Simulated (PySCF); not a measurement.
## How methods differ on the ionisation energy of Si⁺

Si⁺ [Ne] 3s2 3p1 (2P) → Si²⁺ [Ne] 3s2 (1S), as a difference of total energies. All numbers are calculated (PySCF 2.14, no relativity, point nucleus, in def2-SVP (4s3p1d, 18 functions)). Correlated levels: valence: [Ne] frozen. The calculations carry no spin-orbit coupling.

```csv
method,ionisation energy (eV)
UHF,15.803
BP86,16.486
M06-L,16.168
MP2 (valence),15.963
SCS-MP2 (valence),15.944
CCSD (valence),16.058
CCSD(T) (valence),16.076
```

Q: How much does correlation contribute at CCSD(T) (valence)?

A: 16.076 − (15.803) = 0.273 eV, measured against UHF.

Errors of the correlated levels include the incompleteness of this basis and the frozen core.

For comparison: 16.322 eV (measured; NIST levels, between the centres of gravity of the two terms).
